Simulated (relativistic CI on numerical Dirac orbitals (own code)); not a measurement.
**Hyperfine structure of Bi⁴³⁺, mass number 209**

Calculated at this level of theory: Dirac-Coulomb-Breit CI, separate exchange-only KLI orbitals for each configuration, QED by a radiative potential, unscaled Slater integrals (own radial code, finite nucleus).

Configuration list (outside the closed core [Ar] 3d10): 4s²4p⁶4d⁴, 4s²4p⁶4d³4f, 4s²4p⁵4d⁵, 4s4p⁶4d⁵, 4s4p⁶4d⁴4f, 4s²4p⁶4d³5s, 4s²4p⁶4d³5d, 4s²4p⁶4d³5g, 4p⁶4d⁶, 4p⁵4d⁷, 4s²4p⁶4d²5s², 4s²4p⁶4d4f5s², 4s4p⁶4d²4f5s², 4s²4p⁶4d5s²5d. Double excitations out of closed p, d and f shells are left out; levels of such configurations are missing from the list, as are those of other unlisted configurations, and high levels can miss mixing partners.

Nuclear spin I = 9/2, μ = 4.092 μN, Q = -0.516 b (tables of Stone and Pyykkö). The electronic factors are computed for point nuclear moments, without core polarisation or the Bohr-Weisskopf and QED corrections.

```csv
Level,E (cm⁻¹),A (MHz),B (MHz)
4s²4p⁶4d⁴ ⁵D1,235411,-2643,-4050
4s²4p⁶4d⁴ ⁵D2,508337,6260,-7760
4s²4p⁶4d⁴ ³H5,543714,21760,-11100
4s²4p⁶4d⁴ ¹I6,557952,23180,-14000
4s²4p⁶4d⁴ ³G4,576692,24890,3220
```

Levels with J = 0, under 50 % of one LS term, or S terms without an open s electron are left out. Small factors come from cancelling terms and can be off by tens of per cent or more.

At this charge energies of transitions that change n are usually good to better than 1 %, and those within a shell (Δn = 0) to a few per cent.

Give the hyperfine levels of 4s²4p⁶4d⁴ ³H5 relative to its centre of gravity.

With K = F(F + 1) − I(I + 1) − J(J + 1), E = AK/2 + B[¾K(K + 1) − I(I + 1)J(J + 1)]/[2I(2I − 1)J(2J − 1)]: F = 1/2: -592300, F = 3/2: -558900, F = 5/2: -503300, F = 7/2: -425600, F = 9/2: -326100, F = 11/2: -205100, F = 13/2: -62810, F = 15/2: 100200, F = 17/2: 283600, F = 19/2: 486800 MHz.

LS names give the leading component of a level, which can be under half, so a name can repeat, a term be missing and a line seem to break the LS rules.
